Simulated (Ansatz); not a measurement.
The same substitution along the group F, Cl, Br, I.

Calculated with Ansatz (gas phase, PBE0-D4/def2-TZVP geometries, no zero-point term in ΔE). CCSD(T)/CBS is the MP2 limit (def2-TZVPP, def2-QZVPP) plus CCSD(T) − MP2 in def2-TZVPP, frozen cores. This one scheme is used for every species. def2 core potentials past Kr. For Br, I outer-core shells are correlated without core-valence functions, which leaves a few kJ/mol of doubt a bond. Scalar relativity is left out up to krypton. Each species was taken in one conformer, which may not be the lowest.

Task: Order these by ΔE at CCSD(T)/CBS, lowest first. (An estimate is asked.)
A. `CF` + `[NH2][AlH][OH]` → `C[NH][AlH][OH]` + H–F
B. `CI` + `[NH2][AlH][OH]` → `C[NH][AlH][OH]` + HI
C. `CCl` + `[NH2][AlH][OH]` → `C[NH][AlH][OH]` + HCl
D. `CBr` + `[NH2][AlH][OH]` → `C[NH][AlH][OH]` + HBr

Result: A (-11.5 kJ/mol), C (+20.1 kJ/mol), D (+30.3 kJ/mol), B (+45.4 kJ/mol).

Largest T1 diagnostic: 0.011, for `C[NH][AlH][OH]`.
